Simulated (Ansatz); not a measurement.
**Cost against result**

Saddle point of SiAsNH₈O, closed shell (SiNH₅O ([NH2][SiH2][OH]) + AsH₃ → SiAsNH₆ ([NH2][SiH2][AsH2]) + H₂O; bonds formed: Si1–As7, O2–H6; bonds broken: Si1–O2, H6–As7), PBE0-D4/def2-TZVP structure:

```xyz
12
angstrom
Si -0.3165 0.9287 0.2120
O -0.7155 -0.4765 1.3234
H 0.8272 1.6606 0.7948
H -1.5259 1.6864 0.6738
N -0.6892 0.7949 -1.4365
H 0.0537 -1.0707 0.9104
As 1.7426 -0.9401 -0.3641
H -1.6046 -0.8499 1.2302
H -0.0586 0.4064 -2.1169
H -1.4366 1.3433 -1.8305
H 2.4525 -1.0890 0.9737
H 1.2706 -2.3942 -0.3702
```

Barriers are electronic and count from the start structure reached by relaxing down the imaginary mode.

Program: Ansatz 0.2.0. Basis: as named in each row. Cores are frozen in the correlated methods. Filled d shells of the heavier atoms are correlated. The def2 sets are not built for correlating such inner shells, so the correlated values are less sure here. B3LYP uses VWN-RPA correlation. Extrapolation: Hartree–Fock as exp(−7.88 √X), correlation as X^−2.97.

Times are rough, for one single point on 8 threads of a shared host (Arm Neoverse V2).

The estimate by CCSD(T) at an estimated basis limit (MP2 extrapolated from triple and quadruple zeta, plus CCSD(T) − MP2 in triple zeta) is 46.33 kcal/mol.

```csv
method,basis,time (s),barrier (kcal/mol),method less estimate
HF,STO-3G,under 1,67.73,21.40
PBE-D4,STO-3G,under 1,32.53,-13.81
SPW92,def2-SVP,under 1,27.63,-18.70
PBE-D4,def2-SVP,under 1,35.61,-10.72
B3LYP-D4,6-31G,under 1,36.87,-9.46
PBE0-D4,def2-SVP,under 1,39.55,-6.79
SPW92,def2-TZVPP,under 1,30.71,-15.62
PBE-D4,def2-TZVPP,1,37.97,-8.36
BLYP-D4,def2-TZVPP,1,44.13,-2.21
B3LYP-D4,def2-TZVPP,2,46.58,0.25
BHLYP-D4,def2-TZVPP,2,50.90,4.56
PBE0-D4,def2-TZVPP,2,41.53,-4.80
CAM-B3LYP-D4,def2-TZVPP,2,48.50,2.17
r2SCAN-D4,def2-TZVPP,3,42.54,-3.80
wB97M-V,def2-SVP,3,42.61,-3.73
r2SCAN0-D4,def2-TZVPP,4,44.27,-2.06
RPA on PBE,def2-TZVPP,4,49.38,3.05
B2PLYP,def2-TZVPP,4,47.87,1.54
PBE-QIDH,def2-TZVPP,4,44.73,-1.60
wB97X-V,def2-TZVPP,5,47.80,1.47
CCSD(T),def2-SVP,5,49.44,3.11
B97M-V,def2-TZVPP,6,48.23,1.89
wB97M-V,def2-TZVPP,6,45.47,-0.86
MP2,def2-QZVPP,17,45.03,-1.30
CCSD(T),def2-TZVPP,140,47.88,1.55
```

All methods are single points on the PBE0-D4 structures.

The T1 diagnostic stays at or below 0.012.

Labels in which every atom is bracketed show which atoms are joined, not bond orders.
